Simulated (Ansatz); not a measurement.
`Cl[SiH2]S[SiH2]Cl`, relaxed with RKS PBE0-D4/def2-TZVP in Ansatz from a PBE-D4/def2-SVP geometry. The force threshold is 0.005 eV/Å; the program also tests the step.

Total charge 0; spin multiplicity 1.

Start:

```xyz
9

Cl   -0.151   -1.103   -3.340
Si   -0.093   -0.933   -1.276
S    -0.129    1.188   -0.839
Si   -0.026    1.052    1.307
Cl    1.885    0.577    1.976
H     1.167   -1.560   -0.761
H    -1.298   -1.610   -0.692
H    -0.951   -0.018    1.809
H    -0.404    2.407    1.816
```

```json
{"step": "1", "energy (eV)": "-51688.5926", "largest force (eV/Å)": "0.529", "largest move (Å)": "0.000"}
{"step": "2", "energy (eV)": "-51688.6357", "largest force (eV/Å)": "0.134", "largest move (Å)": "0.055"}
{"step": "3", "energy (eV)": "-51688.6385", "largest force (eV/Å)": "0.054", "largest move (Å)": "0.015"}
{"step": "4", "energy (eV)": "-51688.6389", "largest force (eV/Å)": "0.005", "largest move (Å)": "0.006"}
```

End:

```xyz
9

Cl   -0.148   -1.101   -3.291
Si   -0.091   -0.916   -1.257
S    -0.127    1.175   -0.831
Si   -0.029    1.040    1.286
Cl    1.854    0.573    1.951
H     1.153   -1.541   -0.758
H    -1.282   -1.583   -0.686
H    -0.935   -0.021    1.782
H    -0.394    2.374    1.805
```

Run time 18 s (4 threads of a server CPU on a shared host); peak host memory 0.74 GiB.
